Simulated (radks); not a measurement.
Yb III, configuration [Xe] 4f14.

All-electron calculation, non-relativistic Kohn-Sham, r2SCAN, spin-polarised, spherical densities, point nucleus; meta-GGA in the generalised Kohn-Sham scheme; relativity is left out, which matters for an element this heavy. Program: a radial shooting solver on a logarithmic mesh with Libxc functionals.

Energy parts (hartree):
part                       energy
total                 -13395.1071
kinetic                13391.4025
electron-nucleus      -31866.1381
Hartree                 5359.5902
exchange-correlation    -279.9618

Orbitals (lengths in bohr, moments of r in powers of bohr; <r^-3> diverges for s and p1/2; r(90%) holds 90 % of the orbital's charge):
| orbital | occ. | eigenvalue (hartree) | <r^-3> | <1/r> | r(90%) |
|---|---|---|---|---|---|
| 1s | 2 | -2088.942 | - | 69.45 | 0.0385 |
| 2s | 2 | -339.9773 | - | 16.25 | 0.141 |
| 2p | 6 | -324.8154 | 11900 | 16.26 | 0.125 |
| 3s | 2 | -76.60171 | - | 6.217 | 0.342 |
| 3p | 6 | -69.68326 | 2508 | 6.154 | 0.334 |
| 3d | 10 | -56.82409 | 436.0 | 6.060 | 0.306 |
| 4s | 2 | -15.15639 | - | 2.652 | 0.755 |
| 4p | 6 | -12.31712 | 553.1 | 2.553 | 0.780 |
| 4d | 10 | -7.20493 | 81.87 | 2.343 | 0.845 |
| 5s | 2 | -2.24586 | - | 0.9852 | 1.91 |
| 5p | 6 | -1.50185 | 65.37 | 0.8657 | 2.19 |
| 4f | 14 | -0.78536 | 13.10 | 1.792 | 1.28 |

The highest occupied level is 4f at -21.371 eV. Virial ratio -V/T = 2.00028. The electron density at the nucleus is 2.45e+05 e/bohr^3.
